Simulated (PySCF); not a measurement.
BH₄OP. Atoms are numbered in the order given.

```xyz
7

B     -0.0634    -0.7356     0.4681
H     -0.8445    -1.3104     1.1708
O      1.1494    -1.3113     0.3224
H      1.7539    -0.8323    -0.2510
P     -0.5424     0.9866    -0.2405
H     -1.8028     0.5982    -0.7547
H      0.1512     0.9138    -1.4773
```
Charge 0, spin multiplicity 1.

The structure is a stationary point at PBE0-D3(BJ)/def2-TZVP. Other conformers were not sampled.

The numbers are results of PySCF with KT2/pcSseg-2, not measurements.

GIAO shieldings, no solvent; atoms listed in one row are averaged. δ = σ(ref) − σ: ¹¹B against BF3 (σ = 89.2 ppm); ¹H against TMS (σ = 31.47 ppm); ¹⁷O against H2O (σ = 324.0 ppm); ³¹P against PH3 (σ = 593.0 ppm), references at their B3LYP-D3(BJ)/def2-TZVP geometries, non-relativistic.

| nucleus | atoms | count | δ (ppm) |
|---|---|---|---|
| ¹¹B | B1 | 1 | 46.5 |
| ¹H | H2 | 1 | 6.41 |
| ¹H | H4 | 1 | 6.15 |
| ¹H | H6 | 1 | 2.63 |
| ¹H | H7 | 1 | 2.15 |
| ¹⁷O | O3 | 1 | 217.7 |
| ³¹P | P5 | 1 | 54.9 |
